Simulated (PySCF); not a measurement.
# Ionisation energy of F⁺ by level of theory

F⁺ [He] 2s2 2p4 (3P) → F²⁺ [He] 2s2 2p3 (4S), as a difference of total energies. Computed with PySCF 2.14 in cc-pVDZ (3s2p1d, 14 functions), with no relativity, point nucleus. Correlated levels: valence: 1s2 frozen. The calculations carry no spin-orbit coupling.

```
           method  ionisation energy (eV)  error (eV)
              UHF                  33.410      -1.540
             TPSS                  35.501      +0.551
             PBE0                  35.308      +0.358
    MP2 (valence)                  34.227      -0.723
SCS-MP2 (valence)                  34.231      -0.719
   CCSD (valence)                  34.233      -0.717
CCSD(T) (valence)                  34.244      -0.706
```

Reference: 34.950 eV (measured; NIST levels, between the centres of gravity of the two terms).

Errors of the correlated levels include the incompleteness of this basis and the frozen core.
